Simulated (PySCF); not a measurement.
ClH3SSi, SMILES S[SiH2]Cl. Geometry optimised at B3LYP-D3(BJ)/def2-TZVP. The values are those of a single conformer.

**Question.** Give the equilibrium geometry at B3LYP-D3(BJ)/def2-TZVP (PySCF confirms it by a frequency run) as Cartesian coordinates in Å. (The exact figures need the calculation; the answer reports its results.)

**Answer.** This is not unique; one that fits is 
```xyz
6

Si    -0.4824    -0.5510     0.2238
S      1.5160    -0.8851    -0.4384
Cl    -1.0350     1.4380     0.1377
H     -1.3350    -1.3141    -0.7030
H     -0.6597    -0.9736     1.6239
H      2.0870    -0.2825     0.6196
```
Charge 0, spin multiplicity 1.
